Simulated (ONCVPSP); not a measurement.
## V: excitation energies, all-electron against ONCV

vanadium, optimised norm-conserving Vanderbilt (ONCV), made with ONCVPSP 4.0.1 (PBE, scalar-relativistic). Core [Ne], reference 3s2 3p6 3d3 4s2. Waves: 3s+4s: rc 1.25 bohr, ncon 4, nbas 8, qcut 7.7 1/bohr, 2 projectors; 3p: rc 1.45 bohr, ncon 4, nbas 7, qcut 11.5 1/bohr, 2 projectors, debl 1.8 Ha; 3d: rc 1.20 bohr, ncon 5, nbas 9, qcut 10.8 1/bohr, 2 projectors, debl 3.7 Ha; f scattering state at 0.07 Ha: rc 1.10 bohr, ncon 3, nbas 8, qcut 10.7 1/bohr, 1 projector. Local part: polynomial inside 0.95 bohr (lpopt 4, dvloc0 2 Ha). Core correction: polynomial model core, fcfact 0.65.

Energies are relative to the spin-unpolarised reference configuration 3s2 3p6 3d3 4s2; without spin polarisation the order of configurations can differ from experiment.

(1) Give the all-electron excitation energy and the error of the potential for: 3s2 3p6 3d3 4s1; 3s2 3p6 3d3 4s0; 3s2 3p6 3d2 4s0; 3s2 3p6 3d3 4s1 4p1.

Levels in the configuration 3s2 3p6 3d3 4s1 4p1:

| level | all-electron (eV) | pseudo (eV) |
| --- | --- | --- |
| 3s | -71.657 | -71.659 |
| 3p | -45.464 | -45.465 |
| 3d | -6.498 | -6.499 |
| 4s | -5.533 | -5.532 |
| 4p | -2.098 | -2.098 |

## Answers

(1)

| valence configuration | charge | ΔE all-electron (eV) | error AE − PS (meV) |
| --- | --- | --- | --- |
| 3s2 3p6 3d3 4s1 | +1 | 7.735 | -0.4 |
| 3s2 3p6 3d3 4s0 | +2 | 22.031 | -0.8 |
| 3s2 3p6 3d2 4s0 | +3 | 50.928 | +4.7 |
| 3s2 3p6 3d3 4s1 4p1 | 0 | 3.347 | -0.2 |
